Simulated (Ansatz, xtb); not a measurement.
# Relaxing a trial structure of CH4BF2N

The starting geometry of this gas-phase singlet was built from a drawn formula by distance geometry and a force field; its bonds are those of `N[BH2-][C+](F)F`.

```csv
atom,x (Å),y (Å),z (Å)
C,1.1082,-1.0335,-0.6705
B,0.1921,-0.1920,0.2549
F,1.8271,-2.1031,-0.1964
F,1.2215,-0.7618,-2.0542
N,-0.8924,-1.1047,0.8172
H,-1.6300,-1.3278,0.1277
H,-1.4656,-0.5224,1.5780
H,0.8590,0.2816,1.1179
H,-0.3085,0.6686,-0.3912
```

Q: Predict what becomes of its bonds when it is optimised with r2SCAN-D4/def2-SVP.

A: It rearranges to `NBC(F)F`. Contacts that open: B2–H8 (1.19 → 2.30 Å). Contacts that close: C1–H8 (2.23 → 1.11 Å).

The energy falls by 3.71 eV over 21 steps:

| step | E − E(last) (eV) |
| --- | --- |
| 1 | 3.707 |
| 3 | 2.564 |
| 5 | 2.237 |
| 8 | 2.038 |
| 10 | 1.717 |
| 12 | 1.139 |
| 14 | 0.574 |
| 17 | 0.032 |
| 19 | 0.000 |
| 21 | 0.000 |

Final geometry (Å):

```tsv
atom	x (Å)	y (Å)	z (Å)
C	1.1649	-0.7838	-0.3429
B	-0.1679	-0.0577	0.1531
F	1.0760	-2.1492	-0.1632
F	1.3245	-0.5629	-1.6898
N	-1.1713	-0.8538	0.6747
H	-1.0603	-1.8620	0.7347
H	-2.0672	-0.5078	0.9962
H	2.0987	-0.4573	0.1567
H	-0.2860	1.1394	0.0640
```

From the same start GFN2-xTB reaches the same bonding as this run.

The end wasn't checked by frequencies. Run with Ansatz 0.2.0, 86 s on 1 thread of Arm Neoverse V1, on a shared host.
